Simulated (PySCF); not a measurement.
Computed shifts of a molecule C4H7FSi, HF/pcSseg-1 in PySCF, GIAO, gas phase, equivalent atoms averaged, in ppm (number of nuclei): ¹³C: 169.0 (1), 154.8 (1), 83.0 (1), -0.3 (1). ²⁹Si: 1.1 (1). ¹⁹F: -204.3 (1). ¹H: 7.71 (1), 7.15 (1), 5.24 (1), 5.18 (1), 0.87 (3). References: ¹³C against TMS (σ = 192.6 ppm); ²⁹Si against TMS (σ = 393.8 ppm); ¹⁹F against CFCl3 (σ = 238.5 ppm); ¹H against TMS (σ = 31.99 ppm), references at their B3LYP-D3(BJ)/def2-TZVP geometries, non-relativistic. Geometry: B3LYP-D3(BJ)/def2-SVP. Other conformers were not sampled.

**Question.** Pick the molecule that these values belong to.
(A) F[C@@H]1C=CC[SiH2]1
(B) C[Si@H]1C=C[C@H]1F
(C) C=C([SiH3])/C=C\F
(D) C[C@@]1(F)C=C[SiH2]1

**Answer.** B, C[Si@H]1C=C[C@H]1F
